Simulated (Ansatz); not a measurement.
Four-centre ligand exchange

Start structure (BH3OF2, singlet), relaxed at PBE0-D4/def2-TZVP:

```xyz
7
angstrom
B -0.4805 -0.3389 -0.4955
H -0.0112 -0.6056 -1.5646
F -0.7312 -1.3613 0.3605
F -1.3623 0.6901 -0.4284
H 0.6232 1.2972 0.6174
O 0.9143 0.4156 0.3516
H 1.0480 -0.0971 1.1589
```

The step: BHF₂ ([F][BH][F]) + H₂O → BHOF₂ ([OH][B]([F])[F]) + H₂; bonds formed: H2–H5; dative contacts that become bonds: B1–O6; bonds broken: B1–H2, H5–O6. Ansatz 0.2.0; basis: def2-TZVPP and def2-QZVPP; cores frozen in the correlated methods. Extrapolation: Hartree–Fock as exp(−7.88 √X), correlation as X^−2.97. Energies below are by CCSD(T) at an estimated basis limit (MP2 extrapolated from triple and quadruple zeta, plus CCSD(T) − MP2 in triple zeta).

Q: What are the electronic barrier and the energy of the step, from the start structure to the end structure? (An estimate is asked for; the value comes from the calculation.)

A: The calculation gives: Barrier 126.8 kJ/mol; step energy -79.3 kJ/mol (downhill); reverse barrier, their difference, 206.1 kJ/mol. Barrier and step energy count from the start structure, the reverse barrier from the end structure.

The saddle point: One imaginary mode of 1426i cm⁻¹.
| pair | start (Å) | saddle (Å) | end (Å) |
| --- | --- | --- | --- |
| B1–O6 | 1.80 | 1.54 | 1.35 |
| H2–H5 | 2.96 | 1.06 | 0.75 |
| B1–H2 | 1.20 | 1.38 | 2.96 |
| H5–O6 | 0.97 | 1.23 | 3.19 |

Zero-point energy (harmonic, PBE0-D4): ZPE is 115.6 kJ/mol at the start and 105.3 kJ/mol at the saddle, so the barrier goes from 126.8 to 116.5 kJ/mol.

T1 diagnostic: at most 0.013.

The step is the kind of ligand exchange by which a precursor binds to a hydroxyl group, or is hydrolysed, in atomic layer deposition of oxides.

Labels in which every atom is bracketed show which atoms are joined, not bond orders.

For scale, one of the runs: CCSD(T)/def2-TZVPP, 166 basis functions, launched by `ansatz run in.yaml --threads 2 --pin off --events-out ev --progress --plain --max-ram 4352MiB`. Hardware: 2 CPU threads of an Intel Xeon 6975P-C, shared host. Wall time 19 s; peak host memory 1.6 GiB.
